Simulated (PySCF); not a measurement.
Dipole moment and polarisability across levels of theory

CH5F3GaN.
Atom-mapped SMILES: `[NH3+:1][GaH2-:2][C:3]([F:4])([F:5])[F:6]` (hydrogens: H7, H8, H9 on N1; H10, H11 on Ga2)

PySCF, dipoles from the SCF density, polarisabilities from static response with core orbitals frozen. Isolated species at its PBE0-D3(BJ)/def2-SVP geometry, gas phase. Relativistic effects, spin–orbit coupling among them, are left out although an element past zinc is present.

Q: Compare the levels for these properties.

A: 

```csv
level,μ (D),α (Å³),anisotropy (Å³)
LDA/def2-SVPD,5.294,9.20,0.63
PBE/def2-SVPD,5.228,9.07,0.65
B3LYP/def2-SVPD,5.334,8.63,0.47
PBE0/def2-SVPD,5.340,8.53,0.48
BHandHLYP/def2-SVPD,5.446,8.13,0.34
CAM-B3LYP/def2-SVPD,5.394,8.48,0.40
wB97X-D/def2-SVPD,5.359,8.46,0.40
LC-wPBE/def2-SVPD,5.406,8.30,0.39
HF/def2-SVPD,5.549,7.60,0.22
PBE0/6-31G*,5.349,6.76,0.44
PBE0/def2-SVP,5.391,6.80,0.34
PBE0/aug-cc-pVDZ,5.273,8.63,0.48
PBE0/def2-TZVP,5.319,7.89,0.40
PBE0/def2-TZVPD,5.265,8.66,0.51
```

The anisotropy is √(½[(α1 − α2)² + (α2 − α3)² + (α3 − α1)²]). The dipole runs from 5.23 D (PBE/def2-SVPD) to 5.55 D (HF/def2-SVPD). No reference polarisability is at hand; against PBE0 in the largest diffuse basis at hand (def2-TZVPD) the other PBE0 rows deviate by 6-31G* -22%, def2-SVP -22%, def2-SVPD -2%, aug-cc-pVDZ 0%, def2-TZVP -9%. In one basis (def2-SVPD) the functionals order the polarisability from HF (lowest) to LDA (highest), a spread of 21%. With PBE0 the polarisability is 7.15 Å³ without diffuse functions (mean of 6-31G*, def2-SVP and def2-TZVP) and 8.61 Å³ with them (mean of def2-SVPD, aug-cc-pVDZ and def2-TZVPD).

Without π bonds the low states are Rydberg-like; a valence basis with one diffuse set may place them up to an eV too high.
